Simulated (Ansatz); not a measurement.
Energy difference R1 → 3 P1, each structure at its B3LYP-D3(BJ)/def2-TZVP stationary point, reached from a drawn start (curvature not checked).
R1, O3 (SMILES O=[O+][O-]) (charge 0, multiplicity 1):
| atom | x (Å) | y (Å) | z (Å) |
|---|---|---|---|
| O | 0.0000 | 0.0000 | -0.4286 |
| O | 1.0762 | 0.0000 | 0.2143 |
| O | -1.0762 | 0.0000 | 0.2143 |
P1: O atom, charge 0, multiplicity 3.

P less R. No zero-point or thermal terms; singlets are restricted closed shells; open shells are unrestricted; no spin–orbit coupling.

Frozen-core correlation throughout.

Programs: Ansatz (an electronic-structure program). All values are computed, each at the level named.

| level | reaction energy (kJ/mol) |
|---|---|
| B3LYP/def2-TZVPP | 586.6 |
| BHLYP/def2-TZVPP | 359.1 |
| wB97X-V/def2-TZVPP | 588.6 |
| wB97M-V/def2-TZVPP | 580.2 |
| B2PLYP/def2-TZVPP | 601.1 |
| SCS-MP2/cc-pVDZ | 518.7 |
| SCS-MP2/cc-pVQZ | ___ |
| CCSD/cc-pVTZ | ___ |
| CCSD/cc-pVQZ | ___ |

### Question
Fill in the missing entries.

### Answer

- SCS-MP2/cc-pVQZ, reaction energy (kJ/mol): 651.2
- CCSD/cc-pVTZ, reaction energy (kJ/mol): 455.3
- CCSD/cc-pVQZ, reaction energy (kJ/mol): 480.3

Doubts at one or more of the structures used: other coupled-cluster roots may lie near (CCSD/cc-pVTZ, CCSD/cc-pVQZ).
